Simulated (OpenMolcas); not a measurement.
An atom or ion with 40 electrons was computed by MS-CASPT2, IPEA 0.25 Eh, imaginary shift 0.1 Eh with spin-orbit coupling (OpenMolcas, ANO-RCC-VQZP, DKH2). The lowest levels that the run gave, each within 12 % of the measured value where one is at hand:

| J | Parity | E (cm-1) | g |
| --- | --- | --- | --- |
| 0 | even | 0.0 |  |
| 1 | even | 149 | 1.501 |
| 2 | even | 420 | 1.501 |
| 3 | even | 783 | 1.500 |
| 4 | even | 1217 | 1.499 |
| 1 | even | 2240 | -0.000 |
| 2 | even | 2500 | 1.000 |
| 3 | even | 2900 | 1.250 |
| 4 | even | 3430 | 1.350 |
| 5 | even | 4070 | 1.400 |
| 0 | even | 5700 |  |
| 1 | even | 6230 | 1.501 |

Task: Which ion is it, and what are the configurations and terms?

Result: Nb⁺ (Z = 41, charge +1; active space 4 electrons in 11 orbitals (4d 5s 5d)). J, parity and g give the terms where levels are pure, and mixed ones are named by the computed weights; the size of the splittings, set against known spectra of the 40-electron sequence, gives the charge. In order, with the measured energies in cm-1 (NIST Handbook of Basic Atomic Spectroscopic Data): 4d4 5D0, 4d4 5D1 (159), 4d4 5D2 (438), 4d4 5D3 (801), 4d4 5D4 (1225), 4d3 5s 5F1 (2357), 4d3 5s 5F2 (2629), 4d3 5s 5F3 (3030), 4d3 5s 5F4 (3543), 4d3 5s 5F5 (4146), 4d4 3P0 (5562), 4d4 3P1 (6192).

CASPT2 breaks the degeneracy within a term, and the mean is taken; among the terms shown or strongly mixed into the levels shown the widest spread is 890 cm-1 (4d3 5s 5F). Some high roots are left out of the spin-orbit mixing, which shifts the levels that they would mix with. Terms from blocks run as CI alone lack orbitals of their own. Active for correlation alone: 5d; no level in the range computed is led by a configuration that fills it, so any true level of that kind is missing. Measured partners are found by configuration, term and J. A level has none where our copy of the source lacks it or the pairing is in doubt (some pairs that miss far off the trend of their configuration count as doubtful), and it then counts in no deviation. Only configurations of the active space appear.
